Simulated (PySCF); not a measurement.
## Orbital levels and atomic charges

System: [C21H14N]+ (charged doped PAH), SMILES c1cc2ccc3cc4c(ccc5ccccccc54)c3[n+]2c1.

Cartesian coordinates (Å):
```
  1 C     4.723    0.018    0.999
  2 C     4.354   -1.197    0.569
  3 C     3.730   -1.504   -0.698
  4 C     2.614   -0.984   -1.227
  5 C     1.700   -0.023   -0.628
  6 C     2.090    1.287   -0.198
  7 C     3.454    1.791   -0.251
  8 C     4.564    1.267    0.293
  9 C     1.115    2.190    0.198
 10 C    -0.234    1.849    0.308
 11 C    -0.625    0.582   -0.067
 12 C     0.348   -0.330   -0.582
 13 C    -0.327   -1.550   -0.938
 14 C    -1.667   -1.429   -0.635
 15 C    -2.750   -2.345   -0.764
 16 C    -3.980   -1.957   -0.351
 17 C    -4.186   -0.662    0.197
 18 C    -5.299   -0.031    0.689
 19 C    -4.905    1.272    1.113
 20 C    -3.575    1.409    0.875
 21 N    -3.106    0.238    0.312
 22 C    -1.891   -0.112   -0.089
 23 H     5.312    0.088    1.905
 24 H     4.656   -2.064    1.143
 25 H     4.200   -2.324   -1.228
 26 H     2.252   -1.412   -2.154
 27 H     3.524    2.803   -0.632
 28 H     5.453    1.887    0.299
 29 H     1.418    3.193    0.459
 30 H    -0.928    2.589    0.671
 31 H     0.143   -2.423   -1.351
 32 H    -2.570   -3.321   -1.180
 33 H    -4.834   -2.610   -0.420
 34 H    -6.288   -0.437    0.749
 35 H    -5.550    2.012    1.544
 36 H    -2.932    2.241    1.068
```

Method: CAM-B3LYP/6-31G*, gas phase, PySCF, fitting set def2-universal-JFIT up to Ne and JKFIT beyond, grid level 1.

The gap is small, so a closed-shell solution may not be the true ground state; the numbers describe that solution.

**Question.** Give the orbital energies near the gap.

**Answer.** 
```tsv
orbital	eV
HOMO-4	-12.30
HOMO-3	-12.18
HOMO-2	-11.49
HOMO-1	-10.37
HOMO	-10.15
LUMO	-6.55
LUMO+1	-3.85
LUMO+2	-2.70
LUMO+3	-2.43
```

**Question.** Give the partial charges of the non-hydrogen atoms.

**Answer.** 
```
atom  Mulliken    IAO  Hirshfeld
  C1     -0.14  -0.13      -0.03
  C2     -0.14  -0.14      -0.03
  C3     -0.12  -0.09      -0.01
  C4     -0.21  -0.17      -0.05
  C5      0.09   0.05       0.05
  C6      0.14   0.06       0.05
  C7     -0.21  -0.16      -0.04
  C8     -0.11  -0.10      -0.01
  C9     -0.20  -0.14      -0.03
 C10     -0.15  -0.07       0.01
 C11      0.14  -0.06      -0.02
 C12     -0.02  -0.01      -0.01
 C13     -0.16  -0.04       0.04
 C14      0.07  -0.04      -0.01
 C15     -0.12  -0.15      -0.04
 C16     -0.18  -0.14      -0.03
 C17      0.31   0.07       0.04
 C18     -0.20  -0.16      -0.03
 C19     -0.16  -0.12      -0.02
 C20      0.01  -0.10      -0.01
 N21     -0.50   0.00       0.05
 C22      0.25   0.23       0.15
```
